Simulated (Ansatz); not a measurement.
CH4AlFSe (`FC[Se][AlH2]`) at its PBE0-D4/def2-TZVP geometry, where that method's forces vanish. The species carries charge 0 and has multiplicity 1.

```xyz
8

F     0.0359    0.9008    0.5583
C     0.9043   -0.2346    0.8778
Se    0.2322   -1.7379   -0.1432
Al   -0.9916    0.1506   -0.9922
H     1.8968    0.0941    0.5806
H     0.8109   -0.3637    1.9525
H    -0.3656    0.9323   -2.2169
H    -2.5229    0.2585   -0.6169
```

(1) What forces (eV/Å) does PBE-D4/def2-TZVPP give on these atoms in the Gaussian-basis code of Ansatz? (Best estimate.)

Answers

(1) The calculation gave: 
```
F1  -0.271  0.619  0.039
C2   0.210 -0.273  0.062
Se3 -0.008 -0.422 -0.087
Al4 -0.081 -0.019 -0.127
H5   0.230  0.067 -0.060
H6  -0.004 -0.047  0.242
H7   0.039  0.066 -0.090
H8  -0.115  0.009  0.022
```
